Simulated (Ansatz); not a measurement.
Program: Ansatz. Geometries: PBE0-D4/def2-TZVP. ΔE: electronic, gas phase. CCSD(T)/CBS adds triple-zeta CCSD(T) − MP2 to the extrapolated MP2 energy (def2 sets, frozen cores). This one scheme is used for every species. Functionals use def2-TZVPP. Each species was taken in one conformer, which may not be the lowest.

`BN[SiH](O)F` + H₂ → `BN[SiH2]O` + H–F  (hydrogenolysis of the Si–F bond)

```tsv
level	ΔE (kcal/mol)
PBE	31.8
revPBE	31.1
r2SCAN0	35.0
SCS-MP2/def2-QZVPP	34.2
```

**Question.** What does CCSD(T)/CBS give? (Estimate.)

**Answer.** The calculation gave: +33.6 kcal/mol. The listed levels differ from it by -1.8, -2.5, 1.4, 0.6 kcal/mol.

Largest T1 diagnostic among the species: 0.012.

Leaving LDA and LC-ωPBE aside and taking each functional with its dispersion term where it has one, the values, not all of them listed here, spread over 3.7 kcal/mol, from HSE06-D4 to r2SCAN-D4. LDA lies +1.1 kcal/mol from PBE without D4. From r2SCAN to r2SCAN0 (25 % exact exchange), in def2-TZVPP and without D4, ΔE moves by −0.8 kcal/mol.

CCSD(T)/CBS has its own doubt, a few kJ/mol and more with outer-core shells, so smaller differences from it don't rank the levels.
